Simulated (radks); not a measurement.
Values are calculated unless marked as measured or tabulated.
Question: Ionisation of the lutetium ion Lu+, [Xe] 4f14 6s2, to Lu2+, [Xe] 4f14 6s1, under several functionals. Dirac Kohn-Sham, spin-unpolarised, spherical densities, point nucleus; a radial shooting solver on a logarithmic mesh with Libxc functionals. Known Delta-SCF values: PW91 14.322 eV; B86b exchange with PBE correlation 14.305 eV. What does exchange-only B88 give, and what is its highest occupied eigenvalue?

Answer: 13.605 eV by Delta-SCF; the 6s1/2 eigenvalue is -10.341 eV. NIST: 14.13 eV (semi-empirical).

Beside tabulated values, note that spin-unpolarised runs miss the spin-polarisation part of the exchange energy of open shells.
